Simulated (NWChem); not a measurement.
C₅H₆; SMILES C1C(C1)C#C

```xyz
11

C     -0.2058     2.2751     0.0000
C      0.1513     1.1164     0.0000
C      0.5753    -0.2582     0.0000
C     -0.2248    -1.3025    -0.7456
C     -0.2248    -1.3025     0.7456
H     -0.5201     3.3020     0.0000
H      1.6623    -0.3942     0.0000
H     -1.1237    -0.9614    -1.2645
H      0.3387    -2.0773    -1.2718
H      0.3387    -2.0773     1.2718
H     -1.1237    -0.9614     1.2645
```
Atoms are numbered in this order, from 1.

Computed with NWChem. Pople sets run with spherical d functions. Geometry: optimised at PBE0/def2-SVP. Ions are spin-unrestricted doublets at the neutral geometry; other ion states weren't tried.

For level PBE0/6-31G*:

```yaml
"−ε(HOMO) (eV)": 6.85
```

Question: How do the values read with level B3LYP/6-31G* instead?

Answer: The −ε(HOMO) (eV) is 6.55.
